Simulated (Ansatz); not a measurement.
Geometry optimisation, Ansatz 0.2.0, RKS LDA/def2-SVP.

The input (input.yaml):

```yaml
crystal:
  periodic: [false, false, false]
  atoms:
    - { symbol: O, position_ang: [-1.00269, -1.40781, -0.42704] }
    - { symbol: Si, position_ang: [-0.62388, 0.05967, -0.51443] }
    - { symbol: Se, position_ang: [1.31742, 0.50588, 1.29271] }
    - { symbol: H, position_ang: [0.19724, 0.57899, -1.60808] }
    - { symbol: H, position_ang: [-1.47215, 1.12755, 0.01132] }
    - { symbol: H, position_ang: [1.58406, -0.86428, 1.24553] }
total_charge: -1
basis:
  gaussian: { orbitals: def2-SVP }
hamiltonian:
  xc: lda
relax:
  f_tol: 0.02
  max_steps: 40
scf:
  lower_state_search: "off"
```

Command:

```bash
$ ansatz run input.yaml --threads 1 --pin off --max-ram 2048MiB --backend cpu --events-out ev --progress --plain --runs-dir out
```

Task: Where does it end, and by what steps?

Result: It converged. Limits of this set-up: an anion without diffuse functions, the dipole of an ion depends on the origin. After 12 steps the energy has fallen by 0.526 eV; H6 moved furthest, 0.40 Å.

| step | energy less start (eV) | largest force component (eV/Å) | accepted |
| --- | --- | --- | --- |
| 0 | 0.0000 | 2.373 | yes |
| 1 | -0.4473 | 0.532 | yes |
| 2 | -0.4466 | 1.578 | no |
| 3 | -0.4999 | 0.529 | yes |
| 4 | -0.4989 | 0.697 | no |
| 5 | -0.5067 | 0.044 | yes |
| 6 | -0.5096 | 0.175 | yes |
| 7 | -0.5146 | 0.146 | yes |
| 8 | -0.5185 | 0.317 | yes |
| 9 | -0.5255 | 0.039 | yes |
| 10 | -0.5175 | 0.157 | no |
| 11 | -0.5261 | 0.024 | yes |
| 12 | -0.5261 | 0.010 | yes |

```xyz
6
Properties=species:S:1:pos:R:3
O -1.216 -1.413 -0.466
Si -0.551 0.003 -0.375
Se 0.992 0.413 1.411
H 0.296 0.466 -1.574
H -1.405 1.242 -0.031
H 1.884 -0.711 1.036
```

Whether the end is a true minimum wasn't checked by a vibrational analysis.

Time of the run: 14 s on 1 thread of Arm Neoverse V2, on a shared host, peak memory 0.11 GiB.
